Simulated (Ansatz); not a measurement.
Match the barriers

Saddle point of AlNH4Cl2, singlet (AlHCl₂ ([Cl][AlH][Cl]) + NH₃ → AlNH₂Cl₂ ([NH2][Al]([Cl])[Cl]) + H₂; bonds formed: H2–H5; dative contacts that become bonds: Al1–N6; bonds broken: Al1–H2, H5–N6), PBE0-D4/def2-TZVP structure:

```
8
angstrom
Al -0.6633 -0.1460 0.4768
H -0.1527 1.5591 0.3926
Cl -2.5276 -0.3172 -0.4555
Cl -0.3430 -0.8292 2.4274
H 0.4836 1.0358 -0.1826
N 0.8091 -0.2587 -0.6591
H 0.7012 -0.4057 -1.6540
H 1.6928 -0.6379 -0.3456
```

Program: Ansatz 0.2.0. Basis: def2-TZVPP, with def2-QZVPP for the basis limit. Cores are frozen in the correlated methods. Extrapolation: Hartree–Fock as exp(−7.88 √X), correlation as X^−2.97. Four methods, as single points on the PBE0-D4 structures, gave these electronic barriers from the start structure: 1.320, 1.483, 1.708, 2.066 eV.

Problem. The methods were, in alphabetical order, BHLYP-D4, HF, PBE-D4, PBE0-D4. Which gave which? (A judgement: the text doesn't fix the answer.)

Solution. Computed: PBE-D4 1.320; PBE0-D4 1.483; BHLYP-D4 1.708; HF 2.066 eV. For comparison, CCSD(T) at an estimated basis limit (MP2 extrapolated from triple and quadruple zeta, plus CCSD(T) − MP2 in triple zeta) gives 1.603 eV.

No T1 diagnostic of these runs exceeds 0.010. The start structure is not quite a true minimum (one mode of 75i cm⁻¹).

The step is the kind of exchange with an N–H group that builds nitride films in atomic layer and chemical vapour deposition.

Labels in which every atom is bracketed show which atoms are joined, not bond orders.

For scale, one of the runs: CCSD(T)/def2-TZVPP, 213 basis functions, launched by `ansatz run in.yaml --threads 4 --pin off --events-out ev --progress --plain --max-ram 9574MiB`. Hardware: 4 CPU threads of an Arm Neoverse V1, shared host. Wall time 51 s; peak host memory 2.7 GiB.
